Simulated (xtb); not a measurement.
lanthanum atom (La), doublet (GFN-xTB shapes and energies of metal compounds can be far from the true ones); GFN2-xTB (xtb 6.7.1).

xtb was given this input:
```
$ xtb mol.xyz --gfn 2 --uhf 1 --ohess --json

# file mol.xyz
1

La     0.00000000     0.00000000     0.00000000
```

Output, abridged:

```
   ID    Z sym.   atoms
    1   57 La     1

           -------------------------------------------------
          |                Calculation Setup                |
           -------------------------------------------------

           -------------------------------------------------
          |                 G F N 2 - x T B                 |
           -------------------------------------------------

          ...................................................
          :                      SETUP                      :
          :.................................................:
          :  # basis functions                  10          :
          :  # atomic orbitals                   9          :
          :  # shells                            3          :
          :  # electrons                         3          :
          :  max. iterations                   250          :
          :  Hamiltonian                  GFN2-xTB          :
          :  restarted?                      false          :
          :  GBSA solvation                  false          :
          :  PC potential                    false          :
          :  electronic temp.          300.0000000     K    :
          :  accuracy                    1.0000000          :
          :  -> integral cutoff          0.2500000E+02      :
          :  -> integral neglect         0.1000000E-07      :
          :  -> SCF convergence          0.1000000E-05 Eh   :
          :  -> wf. convergence          0.1000000E-03 e    :
          :  Broyden damping             0.4000000          :
          :  net charge                          0          :
          :  unpaired electrons                  1          :
          ...................................................

 iter      E             dE          RMSdq      gap      omega  full diag
   1     -1.2047930 -0.120479E+01  0.141E+01    0.00       0.0  T
   2     -1.2047930  0.000000E+00  0.113E+01    0.00       0.0  T
   3     -1.2047930  0.000000E+00  0.871E+00    0.00       0.0  T
   4     -1.2047930 -0.688338E-14  0.697E+00    0.00       0.0  T
   5     -1.2047930  0.000000E+00  0.558E+00    0.00       0.0  T
   6     -1.2047930  0.000000E+00  0.429E+00    0.00       0.0  T
   7     -1.2047930  0.000000E+00  0.343E+00    0.00       0.0  T
   8     -1.2047930  0.000000E+00  0.275E+00    0.00       0.0  T
   9     -1.2047930  0.000000E+00  0.220E+00    0.00       0.0  T
  10     -1.2047930  0.000000E+00  0.176E+00    0.00       0.0  T
  11     -1.2047930  0.000000E+00  0.141E+00    0.00       0.0  T
  12     -1.2047930  0.000000E+00  0.113E+00    0.00       0.0  T
  13     -1.2047930  0.000000E+00  0.900E-01    0.00       0.0  T
  14     -1.2047930  0.000000E+00  0.720E-01    0.00       0.0  T
  15     -1.2047930  0.000000E+00  0.576E-01    0.00       0.0  T
  16     -1.2047930  0.000000E+00  0.461E-01    0.00       0.0  T
  17     -1.2047930  0.000000E+00  0.369E-01    0.00       0.0  T
  18     -1.2047930  0.000000E+00  0.295E-01    0.00       0.0  T
  19     -1.2047930  0.000000E+00  0.236E-01    0.00       0.0  T
  20     -1.2047930  0.000000E+00  0.189E-01    0.00       0.0  T
  21     -1.2047930  0.000000E+00  0.151E-01    0.00       0.0  T
  22     -1.2047930  0.000000E+00  0.121E-01    0.00       0.0  T
  23     -1.2047930  0.000000E+00  0.967E-02    0.00       0.0  T
  24     -1.2047930  0.000000E+00  0.773E-02    0.00       0.0  T
  25     -1.2047930  0.000000E+00  0.619E-02    0.00       0.0  T
  26     -1.2047930  0.000000E+00  0.495E-02    0.00       0.0  T
  27     -1.2047930  0.000000E+00  0.396E-02    0.00       0.0  T
  28     -1.2047930  0.000000E+00  0.317E-02    0.00       0.0  T
  29     -1.2047930  0.000000E+00  0.253E-02    0.00       0.0  T
  30     -1.2047930  0.000000E+00  0.203E-02    0.00       0.0  T
  31     -1.2047930  0.000000E+00  0.162E-02    0.00       0.0  T
  32     -1.2047930  0.000000E+00  0.130E-02    0.00       0.0  T
  33     -1.2047930  0.000000E+00  0.104E-02    0.00       0.0  T
  34     -1.2047930  0.000000E+00  0.830E-03    0.00       0.0  T
  35     -1.2047930  0.000000E+00  0.664E-03    0.00       0.0  T
  36     -1.2047930  0.000000E+00  0.531E-03    0.00       0.0  T
  37     -1.2047930  0.000000E+00  0.425E-03    0.00       0.0  T
  38     -1.2047930  0.000000E+00  0.340E-03    0.00       0.0  T
  39     -1.2047930  0.000000E+00  0.272E-03    0.00       0.0  T
  40     -1.2047930  0.000000E+00  0.218E-03    0.00       0.0  T
  41     -1.2047930  0.000000E+00  0.174E-03    0.00       0.0  T
  42     -1.2047930  0.000000E+00  0.139E-03    0.00       0.0  T
  43     -1.2047930  0.000000E+00  0.111E-03    0.00       0.0  T
  44     -1.2047930  0.000000E+00  0.892E-04    0.00       0.0  T
  45     -1.2047930  0.000000E+00  0.713E-04    0.00       0.0  T

   *** convergence criteria satisfied after 45 iterations ***

         :::::::::::::::::::::::::::::::::::::::::::::::::::::
         ::                     SUMMARY                     ::
         :::::::::::::::::::::::::::::::::::::::::::::::::::::
         :: total energy              -1.204793023750 Eh    ::
         :: gradient norm              0.000000000000 Eh/a0 ::
         :: HOMO-LUMO gap              0.000000000000 eV    ::
         ::.................................................::
         :: SCC energy                -1.204793023750 Eh    ::
         :: -> isotropic ES           -0.000213216652 Eh    ::
         :: -> anisotropic ES          0.000000000000 Eh    ::
         :: -> anisotropic XC          0.000000000000 Eh    ::
         :: -> dispersion              0.000000000000 Eh    ::
         :: repulsion energy           0.000000000000 Eh    ::
         :: add. restraining           0.000000000000 Eh    ::
         :: total charge              -0.000000000164 e     ::
         :::::::::::::::::::::::::::::::::::::::::::::::::::::

      -----------------------------------------------------------
[...]
         :: total energy              -1.204793023750 Eh    ::
[...]
      -------------------------------------------------------------
         1        2.0000           -0.3481098              -9.4725
         2        0.2000           -0.2395729              -6.5191 (HOMO)
         3        0.2000           -0.2395729              -6.5191 (LUMO)
         4        0.2000           -0.2395729              -6.5191
         5        0.2000           -0.2395729              -6.5191
         6        0.2000           -0.2395729              -6.5191
         7                          0.0669040               1.8205
         8                          0.0669040               1.8205
         9                          0.0669040               1.8205
      -------------------------------------------------------------
                  HL-Gap            0.0000000 Eh            0.0000 eV
             Fermi-level           -0.2673656 Eh           -7.2754 eV

     #   Z          covCN         q      C6AA      α(0)
     1  57 La       0.000    -0.000  4173.067   215.814

 Mol. C6AA /au·bohr⁶  :       4173.066900
 Mol. C8AA /au·bohr⁸  :    1094852.734340
 Mol. α(0) /au        :        215.814019

Wiberg/Mayer (AO) data.
largest (>0.10) Wiberg bond orders for each atom

 ---------------------------------------------------------------------------
     #   Z sym  total        # sym  WBO       # sym  WBO       # sym  WBO
 ---------------------------------------------------------------------------
     1  57 La   0.000
 ---------------------------------------------------------------------------

molecular dipole:
                 x           y           z       tot (Debye)
 q only:        0.000       0.000       0.000
   full:        0.000       0.000       0.000       0.000
molecular quadrupole (traceless):
                xx          xy          yy          xz          yz          zz
 q only:        0.000       0.000       0.000       0.000       0.000       0.000
  q+dip:        0.000       0.000       0.000       0.000       0.000       0.000
   full:        0.000       0.000       0.000       0.000       0.000       0.000

           -------------------------------------------------
          |               Frequency Printout                |
           -------------------------------------------------
 vibrational frequencies (cm⁻¹)
eigval :        0.08     0.08     0.08
 reduced masses (amu)
Molecule has the following symmetry elements: (i) (Cinf) (sigma)
It seems to be the Kh point group
   1:  0.00   2:  0.00   3:  0.00
 IR intensities (km·mol⁻¹)
   1:  0.00   2:  0.00   3:  0.00
 Raman intensities (Ä⁴*amu⁻¹)
   1:  0.00   2:  0.00   3:  0.00
 output can be read by thermo (or use thermo option).
 writing <g98.out> molden fake output.
 recommended (thermochemical) frequency scaling factor: 1.0
           -------------------------------------------------
          |             Thermodynamic Functions             |
           -------------------------------------------------

Kh  symmetry found (for desy threshold:  0.10E+00) used in thermo

          ...................................................
          :                      SETUP                      :
          :.................................................:
          :  # frequencies                           0      :
          :  # imaginary freq.                       0      :
          :  linear?                              true      :
          :  only rotor calc.                     true      :
          :  symmetry                               Kh      :
          :  rotational number                       1      :
          :  scaling factor                  1.0000000      :
          :  rotor cutoff                   50.0000000 cm⁻¹ :
          :  imag. cutoff                  -20.0000000 cm⁻¹ :
          :.................................................:

    mode    ω/cm⁻¹     T·S(HO)/kcal·mol⁻¹    T·S(FR)/kcal·mol⁻¹   T·S(vib)
   ------------------------------------------------------------------------
   ------------------------------------------------------------------------

   temp. (K)  partition function   enthalpy   heat capacity  entropy
                                   cal/mol     cal/K/mol   cal/K/mol   J/K/mol
 298.15  VIB   1.00                    0.000      0.000      0.000
         ROT   1.00                    0.000      0.000      0.000
         INT   1.00                    0.000      0.000      0.000
         TR   0.158E+28             1481.254      4.968     40.679
         TOT                        1481.2539     4.9681    40.6791   170.2014

       T/K    H(0)-H(T)+PV         H(T)/Eh          T*S/Eh         G(T)/Eh
   ------------------------------------------------------------------------
    298.15    0.236053E-02    0.236053E-02    0.193280E-01   -0.169674E-01
   ------------------------------------------------------------------------

         :::::::::::::::::::::::::::::::::::::::::::::::::::::
         ::                  THERMODYNAMIC                  ::
         :::::::::::::::::::::::::::::::::::::::::::::::::::::
         :: total free energy          -1.221760448172 Eh   ::
         ::.................................................::
         :: total energy               -1.204793023750 Eh   ::
         :: zero point energy           0.000000000000 Eh   ::
         :: G(RRHO) w/o ZPVE           -0.016967424422 Eh   ::
         :: G(RRHO) contrib.           -0.016967424422 Eh   ::
         :::::::::::::::::::::::::::::::::::::::::::::::::::::

optimized geometry written to: xtbopt.xyz

           -------------------------------------------------
          | TOTAL ENERGY               -1.204793023750 Eh   |
          | TOTAL ENTHALPY             -1.202432495370 Eh   |
          | TOTAL FREE ENERGY          -1.221760448172 Eh   |
          | GRADIENT NORM               0.000000000000 Eh/α |
          | HOMO-LUMO GAP               0.000000000000 eV   |
           -------------------------------------------------

normal termination of xtb
```
